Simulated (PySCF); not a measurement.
The vertical singlet excitations below were computed for one of the candidates. The calculation used PySCF, TDDFT PBE0/def2-SVPD, vertical, gas phase, core orbitals frozen in the response. Geometries: GFN2-xTB, one conformer each.

| state | E (eV) | f |
| --- | --- | --- |
| S1 | 5.75 | 0.013 |
| S2 | 6.41 | 0.211 |
| S3 | 6.62 | 0.0033 |
| S4 | 6.80 | 0.044 |
| S5 | 6.97 | 0.0080 |
| S6 | 7.12 | 0.011 |

Orbital energies (eV): HOMO-3 -9.93, HOMO-2 -8.12, HOMO-1 -7.59, HOMO -6.40, LUMO 0.43, LUMO+1 0.80, LUMO+2 1.36.

**Question.** Which candidate is it? All have the formula C5H8N2.
A. `[H]/N=C\[C@H]1C=NCC1`
B. `C/N=C\C#CCN`
C. `c1([nH]ccn1)CC`

**Answer.** C. Its S1, at 5.75 eV, is the highest among the candidates; the nearest of the others has S1 at 4.89 eV. S1 is HOMO→LUMO (90%), HOMO→LUMO+1 (8%). Löwdin shares by element: HOMO carbon 69% or more, nitrogen 9% or more (atoms not listed hold the other 21%); LUMO hydrogen 32% or more, carbon 21% or more (atoms not listed hold the other 47%). At the same level the other candidates give, for their lowest levels:
- `[H]/N=C\[C@H]1C=NCC1`: 4.89 eV (f 0.009); 5.22 eV (f 0.003); 6.41 eV (f 0.004); 6.78 eV (f 0.016); 6.93 eV (f 0.076); T1 4.10 eV; HOMO -7.41, LUMO -0.85 eV
- `C/N=C\C#CCN`: 4.35 eV (f 0.003); 5.02 eV (f 0.025); 5.28 eV (f 0.216); 5.96 eV (f 0.074); 6.42 eV (f 0.015); T1 3.56 eV; HOMO -7.23, LUMO -1.21 eV

Shape of the structure used: `[CH3:1][CH2:2][c:3]1[n:4][cH:5][cH:6][nH:7]1`: C1–C2–C3–N4 -90°.
Triplets come from the Tamm–Dancoff approximation.
